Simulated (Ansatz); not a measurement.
`C[Se][AlH][F]` → Al• + C• + F• + 4 H• + Se•  (atomization)

Computed with Ansatz on PBE0-D4/def2-TZVP structures; ΔE is electronic, products minus reactants. CCSD(T)/CBS adds triple-zeta CCSD(T) − MP2 to the extrapolated MP2 energy (def2 sets, frozen cores). This one scheme is used for every species, atoms too. Functionals use def2-TZVPP. Open shells (•) are unrestricted, without spin–orbit coupling. Spin–orbit coupling would lower the free atoms: a little for Al, C, F; clearly for Se. For Se outer-core shells are correlated without core-valence functions, so the limit isn't a true one: a few kJ/mol of doubt a bond, and 10 to 20 or more in all where bonds break to atoms. Scalar relativity is left out up to krypton. Each species was taken in one conformer, which may not be the lowest.

Q: What is ΔE at CCSD(T)/CBS? (Best estimate.)

A: The calculation gave: +2768.3 kJ/mol.

Q: What do these levels give: BLYP-D4, B97M-V, MP2/def2-SVP, CCSD/def2-SVP, CCSD/def2-TZVPP, CCSD/CBS(def2)? (An estimate is asked.)

A: Computed: BLYP-D4 2729.8, B97M-V 2762.6, MP2/def2-SVP 2627.8, CCSD/def2-SVP 2563.6, CCSD/def2-TZVPP 2652.0, CCSD/CBS(def2) 2729.1 kJ/mol.

Largest T1 diagnostic among the species: 0.018.

From PBE to PBE0 (25 % exact exchange), in def2-TZVPP and without D4, ΔE moves by −40.3 kJ/mol: exact exchange takes away binding that semilocal exchange gives to molecules. Leaving LDA and LC-ωPBE aside and taking each functional with its dispersion term where it has one, the values, not all of them listed here, spread over 106.6 kJ/mol, from BHLYP-D4 to PBE-D4. LDA lies +346.5 kJ/mol from PBE without D4, its usual overbinding.

For atomizations the MP2-based limit and the directly extrapolated one differ by several kJ/mol either way, and by 10 to 25 for some Ge, Se and Sn compounds, so smaller differences from it don't rank the levels.
